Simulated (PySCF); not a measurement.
PySCF job for Al(F)(vinyl)2 (C₄H₆AlF), SMILES C=[CH][Al]([F])[CH]=C, KT2/pcSseg-1. Geometry optimised at B3LYP-D3(BJ)/def2-SVP. The structure was generated by enumeration; whether it is a known compound was not checked. The values are those of a single conformer.

```python
import numpy as np
from pyscf import gto, scf, dft
from pyscf.prop.nmr import rks as nmr

mol = gto.M(
    atom='''
    Al    0.00000001    0.00000000    0.65736907
    F     0.00000003    0.00000000    2.32926973
    C     1.69480745   -0.18729288   -0.26412365
    C     1.86433827    0.21275067   -1.53773279
    H     2.58038011   -0.59630205    0.24336065
    H     2.82675353    0.13564313   -2.06055929
    H     1.04780747    0.64894850   -2.12627583
    C    -1.69480746    0.18729288   -0.26412360
    C    -1.86433832   -0.21275067   -1.53773274
    H    -2.58038009    0.59630205    0.24336072
    H    -2.82675359   -0.13564313   -2.06055921
    H    -1.04780753   -0.64894850   -2.12627581
    ''',
    basis='pcSseg-1',
    charge=0,
    spin=0,
    max_memory=1600,
    verbose=3,
)
mf = dft.RKS(mol, xc='kt2')
mf.grids.level = 3
mf.conv_tol = 1e-10
mf.max_cycle = 100
mf.kernel()
n = nmr.NMR(mf)
n.verbose = 2
n.max_cycle_cphf = 60
sigma = n.kernel()
print('atom   isotropic/ppm   span/ppm')
for i, s in enumerate(sigma):
    w = np.linalg.eigvalsh((s + s.T) / 2)
    print(f'{mol.atom_symbol(i):2s}{i + 1:3d} {w.mean():14.3f} {w[2] - w[0]:11.3f}')
```

It prints:

```
converged SCF energy = -504.616570030362
atom   isotropic/ppm   span/ppm
Al  1        406.704     108.008
F   2        291.483     181.779
C   3         49.924     221.925
C   4         37.695     238.829
H   5         25.124       3.206
H   6         24.439       5.758
H   7         24.833       6.617
C   8         49.924     221.925
C   9         37.695     238.829
H  10         25.124       3.206
H  11         24.439       5.758
H  12         24.833       6.617
```

Self-consistency was reached.
